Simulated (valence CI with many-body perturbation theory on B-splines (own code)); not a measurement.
# How close is CI+MBPT for Kr⁴⁺?

Level of theory: valence CI with perturbative core correlation (CI+MBPT): four valence electrons over a frozen Dirac-Fock core [Ar] 3d10, radial functions for each j: 11 s, 11 p, 10 d, 8 f, 5 g, 2 h, with the one-electron correlation potential Σ1 (screened to all orders), the two-electron term Σ2, the three-electron term Σ3, Breit, model QED; selected single and double excitations, second order for the rest, scaled by the run's own slope (own B-spline code, finite nucleus).

Against 34 measured levels this calculation errs by 137 cm⁻¹ on average and by 790 at most. These come from a selection out of Saloman, J. Phys. Chem. Ref. Data 36, 215 (2007). Levels without a partner in it may be off by more. Among the levels kept, up to 1200 cm⁻¹ of a level comes from second order outside the variational space, and about a tenth of that is noise between levels of different J, which matters for small intervals. 7 measured levels below the end of the list, from 289998 cm⁻¹ on, found no clear computed partner, and computed levels of the same name lie up to 46756 cm⁻¹ from them.

Measured levels: Saloman, J. Phys. Chem. Ref. Data 36, 215 (2007). Pairs share parity and J, and are chosen by configuration, term and nearness in energy; levels without a clear partner are left out. Energies in cm⁻¹ above the measured ground level.

Names give the largest LS component (configuration and term), which can be under half, so a name can repeat, a term be missing and a line seem to break the LS rules; names also repeat where a configuration has a term twice. Letters in brackets count levels of one name in rising energy.

```tsv
Computed label	Label in the source	Measured	Computed	Difference
4s²4p² ³P_0	4s2 4p2 3P	0	0.0	0
4s²4p² ³P_1	4s2 4p2 3P	3742.9	3738.1	-5
4s²4p² ³P_2	4s2 4p2 3P	7595.3	7590.6	-5
4s²4p² ¹D_2	4s2 4p2 1D	19722.9	19764.4	+41
4s²4p² ¹S_0	4s2 4p2 1S	39203.9	39299.9	+96
4s4p³ ³D°_1	4s 4p3 3D°	129658.2	129461.3	-197
4s4p³ ³D°_2	4s 4p3 3D°	129779.3	129585.6	-194
4s4p³ ³D°_3	4s 4p3 3D°	131016.4	130820.1	-196
4s4p³ ³P°_0	4s 4p3 3P°	147925.3	147774.6	-151
4s4p³ ³P°_1	4s 4p3 3P°	148286.8	148139.5	-147
4s4p³ ³P°_2	4s 4p3 3P°	148668.4	148515.0	-153
4s4p³ ¹D°_2	4s 4p3 1D°	163387.2	163207.6	-180
4s4p³ ³S°_1	4s 4p3 3S°	185063.5	185271.5	+208
4s²4p4d ³F°_2	4s2 4p 4d 3F°	190279	190043.6	-235
4s²4p4d ³F°_3	4s2 4p 4d 3F°	192949	192710.2	-239
4s4p³ ¹P°_1	4s 4p3 1P°	194041.1	194158.0	+117
4s²4p4d ³P°_2	4s2 4p 4d 3P°	211336.6	211343.3	+7
4s²4p4d ³P°_1	4s2 4p 4d 3P°	213932.9	213917.6	-15
4s²4p4d ³P°_0	4s2 4p 4d 3P°	216420.3	217210.2	+790
4s²4p4d ¹D°_2	4s2 4p 4d 1D°	216874.5	216949.1	+75
4s²4p4d ³D°_1	4s2 4p 4d 3D°	218746.8	218723.9	-23
4s²4p4d ³D°_3	4s2 4p 4d 3D°	219381.6	219418.1	+37
4s²4p4d ³D°_2	4s2 4p 4d 3D°	219823.3	219828.7	+5
4s²4p4d ¹F°_3	4s2 4p 4d 1F°	234120.9	234344.9	+224
4s²4p4d ¹P°_1	4s2 4p 4d 1P°	237720.6	237817.8	+97
4s²4p5s ³P°_1	4s2 4p 5s 3P°	240926	240983.5	+57
4s²4p5s ³P°_2	4s2 4p 5s 3P°	246798	246773.6	-24
4s²4p5s ¹P°_1	4s2 4p 5s 1P°	250993	251040.1	+47
4s²4p5p ³D_1 [a]	4s2 4p 5p 3D	278928	278733.3	-195
4s²4p5p ³D_1 [b]	4s2 4p 5p 1P	283559	283397.6	-161
4s²4p5p ³D_2	4s2 4p 5p 3D	283677	283486.7	-190
4s²4p5p ³P_1	4s2 4p 5p 3P	288683	288533.3	-150
4s²4p5p ³P_2	4s2 4p 5p 3P	291138	291003.3	-135
4s²4p5p ³S_1	4s2 4p 5p 3S	293705	293566.9	-138
4s²4p5p ¹D_2	4s2 4p 5p 1D	296600	296493.0	-107
```

Over 34 excited levels the mean absolute difference is 137 cm⁻¹, the median 136 and the largest 790. The comparison draws on a selection of the measured levels: 35 of the 177 computed ones have a partner in it, and others may be off by more.

These 7 measured levels below the end of the computed list are not counted above. Beside each stands the unpaired computed level of its name, or else the nearest of its J and parity; the gap is either an error of the method or a doubtful assignment.

```
Label in the source  J  Measured  Unpaired level  Computed
       4s2 4p 5p 3D  3    289998    4s²4p5p ³D_3    289779
       4s2 4p 5p 1S  0    307667    4s²4p5p ¹S_0    304955
             4p4 3P  2    313479        4p⁴ ³P_2    273377
             4p4 3P  1    318441        4p⁴ ³P_1    278304
             4p4 3P  0    319567        4p⁴ ³P_0    279409
             4p4 1D  2    331255        4p⁴ ¹D_2    284499
             4p4 1S  0    356572        4p⁴ ¹S_0    316605
```
